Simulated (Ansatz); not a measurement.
A nudged elastic band was laid between two geometries of CH9AlSi3 (14 atoms, charge 0, multiplicity 1).

Level of theory: Ansatz, RKS B3LYP-D4/6-31G*.

```
movable images  : 7
climbing image  : yes
spring          : 20.0 eV/Å²
optimiser       : quadratic models (default)
start path      : IDPP
force threshold : 0.03 eV/Å
iteration limit : 60
end points      : relaxed
```

Image 0:

```xyz
14
Properties=species:S:1:pos:R:3
Al 0.208 1.698 1.348
Si -1.706 1.023 -0.067
Si -0.700 -0.744 -1.207
C 0.348 -1.814 0.009
Si 1.498 -0.481 -0.696
H 0.943 3.077 1.065
H 0.472 0.885 2.689
H -2.934 0.557 0.648
H -2.135 2.046 -1.066
H -1.176 -1.437 -2.432
H 0.574 -2.812 -0.378
H 0.095 -1.852 1.068
H 1.674 0.654 0.298
H 2.827 -0.828 -1.250
```

Image 8:

```xyz
14
Properties=species:S:1:pos:R:3
Al -0.497 3.212 -0.381
Si -1.427 1.024 0.206
Si -0.022 -0.611 -0.696
C 0.111 -2.324 0.172
Si 1.761 -1.411 0.469
H 0.450 3.988 0.636
H -0.768 3.834 -1.821
H -1.428 0.771 1.678
H -2.825 0.811 -0.281
H 0.046 -0.674 -2.181
H 0.129 -3.200 -0.478
H -0.532 -2.486 1.039
H 2.029 -0.986 1.865
H 2.959 -1.977 -0.199
```

Task: What changes between the two ends?

Result: No bond is made or broken. The dihedral H7–Al1–Si2–Si3 goes from -82 to 81°.

Task: Give the energies along the band, and the barrier.

Result: The forces met the threshold. The highest image is number 4 of 0 to 8, 3.4 kcal/mol above the first end and 1.4 kcal/mol above the last; the last end lies 2.1 kcal/mol above the first. The order of the stationary point at the top wasn't checked.

```
image  path coordinate (Å)  energy (kcal/mol)  dihedral H7–Al1–Si2–Si3 (°)
    0                 0.00                0.0                          -82
    1                 1.31                1.5                          -94
    2                 2.62                2.5                         -122
    3                 3.92                3.2                         -163
    4                 5.23                3.4                          160
    5                 6.38                3.3                          135
    6                 7.53                2.7                          111
    7                 8.68                2.2                           90
    8                 9.83                2.1                           81
```

Task: What is the geometry of the highest image?

Result: 
```xyz
14
Properties=species:S:1:pos:R:3:forces:R:3
Al -0.522 2.399 1.646 0.00 -0.01 0.00
Si -1.726 0.688 0.350 0.00 0.00 0.00
Si -0.362 -0.514 -1.126 -0.01 0.00 0.01
C 0.620 -2.006 -0.403 0.00 0.01 0.00
Si 1.894 -0.664 -0.866 0.00 0.00 0.00
H 1.058 2.338 1.813 0.00 -0.01 0.01
H -1.325 3.593 2.329 0.01 0.00 -0.01
H -2.395 -0.286 1.270 0.00 0.00 0.00
H -2.824 1.321 -0.444 0.00 0.00 0.00
H -0.920 -0.772 -2.481 0.00 -0.01 0.00
H 0.617 -2.920 -0.999 0.00 0.00 0.00
H 0.481 -2.228 0.656 0.00 0.00 0.00
H 2.579 -0.003 0.272 0.00 0.00 -0.01
H 2.812 -0.978 -1.988 0.00 0.00 0.00
```

The run took 9.8 min on 2 threads of AMD EPYC 9R14 (Zen 4), on a shared host, peak memory 0.3 GiB.
